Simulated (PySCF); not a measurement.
C₅H₇F, SMILES C=CC(F)C=C. Atoms are numbered in the order given.

```xyz
13

C      1.6378    -0.0636     1.3659
C      1.2684     0.5545     0.2433
C     -0.0892     0.4672    -0.4061
F      0.1050     0.4637    -1.7909
C     -0.8821    -0.7470    -0.0263
C     -2.0030    -0.7158     0.6956
H      0.9545    -0.7234     1.9084
H      2.6368     0.0776     1.7860
H      1.9635     1.2184    -0.2840
H     -0.6657     1.3815    -0.1685
H     -0.4604    -1.6980    -0.3710
H     -2.4303     0.2298     1.0456
H     -2.5357    -1.6308     0.9678
```

Coordinates come from a B3LYP-D3(BJ)/def2-SVP optimisation. Other conformers were not sampled.

Two levels are set side by side: PBE/pcSseg-1 (PySCF) and B3LYP/pcSseg-1 (PySCF). GIAO shifts against CFCl3 (¹⁹F), TMS (¹H), TMS (¹³C) at the same level; non-relativistic, no solvent, atoms listed together averaged. Differences are taken from unrounded values.

```tsv
quantity	B3LYP	PBE	PBE minus B3LYP
δ(¹³C) of C3 (ppm)	100.6	102.6	2.0
δ(¹⁹F) of F4 (ppm)	-202.5	-217.3	-14.7
δ(¹H) of H10 (ppm)	5.48	5.62	0.14
```

Rough cost on one machine, each run with all the roots and properties that it gave: B3LYP against PBE within a factor of 2.
